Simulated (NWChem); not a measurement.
Species: CH6SeSi; SMILES C[SiH2][SeH]

```xyz
9

Si     0.6220     1.0784     0.0121
C     -0.8152     2.2988    -0.0462
Se    -0.0780    -1.1200    -0.0297
H      1.4842     1.1903    -1.2148
H      1.4691     1.3349     1.2302
H     -1.4596     2.1892     0.8492
H     -0.4352     3.3414    -0.0730
H     -1.4384     2.1237    -0.9453
H     -0.7846    -0.9920     1.2717
```
Atoms are numbered in this order, from 1.

Computed with NWChem. All runs use the structure optimised with PBE-D3(BJ)/def2-SVP. Vertical excitations in the gas phase; the lowest state need not have the same character in each row.

```tsv
level	lowest excitation, singlet (eV)	oscillator strength of that lowest state	orbital gap (eV)
PBE/def2-SVP, TDA	5.33	0.002	5.11
B3LYP/def2-SVP, TDA	5.44	0.002	6.69
LDA (Slater exchange, VWN5)/def2-SVP, TDA	5.33	0.003	5.07
LRC-wPBEh/def2-SVP, TDA	5.62	0.002	10.78
```
